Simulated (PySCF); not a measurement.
A small calculation by hand: entropy of an ideal gas

CHO2, SMILES O=C=[OH+], charge +1.

The structure is a stationary point at B3LYP-D3(BJ)/def2-TZVP. The isomer is the one that the SMILES or the coordinates give; other isomers of the formula were not compared.

PySCF with B3LYP-D3(BJ)/def2-TZVP gives the harmonic wavenumbers 549, 600, 1007, 1275, 2472, 3501 cm⁻¹ and the rotational temperatures 38.1722, 0.5191, 0.5121 K. The molar mass is 45.02 g/mol, the symmetry number 1, the spin multiplicity 1.

Problem. Work out the entropy at 298.15 K and 1 atm in the rigid-rotor, harmonic-oscillator model.

Solution. 
Translation (Sackur–Tetrode at 1 atm): S = R[1.5 ln M + 2.5 ln T − 1.16487] = 156.2 J/(mol K).
Rotation: q = (√π/σ) T^1.5/√(θA θB θC) = 2860, S = R[ln q + 3/2] = 78.7 J/(mol K).
Vibration: with u = 1.4388 ν/T, each mode gives R[u/(e^u − 1) − ln(1 − e^−u)]:
| ν (cm⁻¹) | modes | u | S (J/(mol K)) |
|---|---|---|---|
| 549 | 1 | 2.65 | 2.29 |
| 600 | 1 | 2.90 | 1.88 |
| 1007 | 1 | 4.86 | 0.38 |
| 1275 | 1 | 6.15 | 0.13 |
The stiffer modes add less than 0.005 each. Sum 4.7 J/(mol K).
Spin: R ln 1 = 0.0 J/(mol K).
Total 239.6 J/(mol K); the program's own thermochemistry gives 239.6. Translation makes up 65 % and vibration 2 %. Anharmonicity, hindered rotation and orbital degeneracy are left out.
